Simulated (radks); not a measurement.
Q: The mean radii <r> (bohr) of the occupied orbitals of an atom or ion are listed with their occupations. Calculated with a radial shooting solver on a logarithmic mesh with Libxc functionals: Dirac Kohn-Sham, LDA (Slater exchange, Perdew-Wang correlation), spin-unpolarised, spherical densities, point nucleus.

orbital  occ.      <r>
1s1/2       2  0.02974
2s1/2       2   0.1282
2p1/2       2   0.1085
2p3/2       4   0.1138
3s1/2       2   0.3489
3p1/2       2   0.3398
3p3/2       4   0.3510
3d3/2       4   0.3225
3d5/2       6   0.3261
4s1/2       2   0.8476
4p1/2       2   0.9006
4p3/2       4   0.9317
4d3/2       4    1.176
4d5/2       6    1.193
5s1/2       2    2.599
5p1/2       1    3.569

Name the element and its charge. Open shells, if any, fill j = l - 1/2 first.

A: Z = 49, indium, charge 0: In in [Kr] 4d10 5s2 5p1. The 1s radius gives Z: for a bare nucleus <r> = (2 gamma + 1)/(2Z) with gamma = sqrt(1 - (Z/c)^2), 0.02926 bohr for Z = 49, and screening makes it slightly larger (0.02974 here). The occupations add up to 49, and the charge is Z minus that.
